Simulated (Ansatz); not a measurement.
CH7ClOSi2 can be A, `CO[SiH]([SiH3])Cl`, or B, `O[SiH2][SiH2]CCl`.

Isolated molecules relaxed with PBE0-D4/def2-TZVP in Ansatz; ΔE leaves out vibrations. CCSD(T)/CBS adds triple-zeta CCSD(T) − MP2 to the extrapolated MP2 energy (def2 sets, frozen cores). Functionals use def2-TZVPP. B3LYP here is the variant with VWN-RPA as its local correlation; programs differ in this. Each species was taken in one conformer, which may not be the lowest.

Q: Which isomer does CCSD(T)/CBS put lower? Give the gap. (An estimate is asked.)

A: Ansatz gave: A, by 97.4 kJ/mol.

Q: Give E(B) − E(A) in kJ/mol with PBE-D4, ωB97M-V, B2PLYP, B3LYP, LDA (SPW92), B3LYP-D4, CCSD(T)/def2-SVP. (Estimate.)

A: The calculation gave: PBE-D4 94.9, ωB97M-V 100.5, B2PLYP 102.9, B3LYP 104.0, LDA (SPW92) 96.5, B3LYP-D4 103.5, CCSD(T)/def2-SVP 112.4. None reverses the order clearly.

Q: Does the order hold for the free energy at 298.15 K (harmonic terms from PBE0-D4)? (Estimate.)

A: The calculation gave: Yes: G(B) − G(A) = +92.2 kJ/mol, for one conformer each. Modes under 60 cm⁻¹, often nearly free rotors, make the harmonic entropy too high.

Largest T1 diagnostic: 0.012.

Leaving LDA and LC-ωPBE aside and taking each functional with its dispersion term where it has one, the values, not all of them listed here, spread over 13.9 kJ/mol, from revPBE-D4 to BHLYP-D4. At CCSD(T), def2-SVP lies +15.0 kJ/mol from the extrapolated value and def2-TZVPP +1.6 kJ/mol.
